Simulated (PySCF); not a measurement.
Se(I)(OMe) (CH₃IOSe), SMILES [Se](OC)I.

Coordinates come from a B3LYP-D3(BJ)/def2-SVP optimisation. The def2 effective core potentials stand for the cores of I; spin–orbit coupling is left out. The values are those of a single conformer.

These are PBE/def2-TZVP (PySCF) values and carry that method's errors.

Isolated molecule, no solvent.

| Quantity | Value |
|---|---|
| total energy | -2813.93689 hartree |
| highest occupied level | -5.42 eV |
| lowest empty level | -3.51 eV |
| orbital gap | 1.91 eV |
| dipole moment | 0.333 e·Å |
| quadrupole, principal values (traceless, Buckingham form, about the centre of nuclear charge) | -7.59, 1.47, 6.12 D·Å |
| mean static polarisability | 79.1 bohr³ (11.72 Å³) |
| polarisability, principal values | 54.3, 71.8, 111.1 bohr³ |
